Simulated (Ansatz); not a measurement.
Start from `C[N]([GeH3])c1ccccc1` and change one atom or group to get `CCN([SiH3])c1ccccc1`.

Ansatz, PBE0-D4/def2-TZVP geometries, multiplicity 1. Each molecule was computed in one conformer, which needn't be the lowest.

Scalar relativity is left out up to krypton.

| property | `C[N]([GeH3])c1ccccc1` |
| --- | --- |
| LUMO energy (PBE0/def2-TZVPP) / eV | -0.02 |
| LUMO energy (ωB97M-V/def2-TZVPP) / eV | 1.95 |
| HOMO–LUMO gap (PBE/def2-TZVPP) / eV | 3.82 |
| HOMO energy (B3LYP/def2-TZVPP) / eV | -5.51 |
| size of the dipole moment (PBE/def2-TZVPP) / D | 1.65 |
| size of the dipole moment (B3LYP/def2-TZVPP) / D | 1.56 |

Problem. Give the same properties after the change, and the shifts. (An estimate is asked.)

Solution. Ansatz gave: 
```json
{"property": "LUMO energy (PBE0/def2-TZVPP) / eV", "`CCN([SiH3])c1ccccc1`": "-0.13", "shift": "-0.11"}
{"property": "LUMO energy (ωB97M-V/def2-TZVPP) / eV", "`CCN([SiH3])c1ccccc1`": "1.83", "shift": "-0.12"}
{"property": "HOMO–LUMO gap (PBE/def2-TZVPP) / eV", "`CCN([SiH3])c1ccccc1`": "3.90", "shift": "0.08"}
{"property": "HOMO energy (B3LYP/def2-TZVPP) / eV", "`CCN([SiH3])c1ccccc1`": "-5.70", "shift": "-0.19"}
{"property": "size of the dipole moment (PBE/def2-TZVPP) / D", "`CCN([SiH3])c1ccccc1`": "1.29", "shift": "-0.36"}
{"property": "size of the dipole moment (B3LYP/def2-TZVPP) / D", "`CCN([SiH3])c1ccccc1`": "1.22", "shift": "-0.34"}
```

With PBE0 the HOMO falls by 0.20 eV and the LUMO falls by 0.11 eV, so the gap widens by about 0.09 eV. PBE moves the HOMO by -0.19 eV and ωB97M-V by -0.21 eV. Dipoles are sizes alone; their direction can turn.

Positive LUMOs are unbound, so they and the gaps depend on the basis.

B3LYP here is the variant with VWN-RPA as its local correlation; programs differ in this.
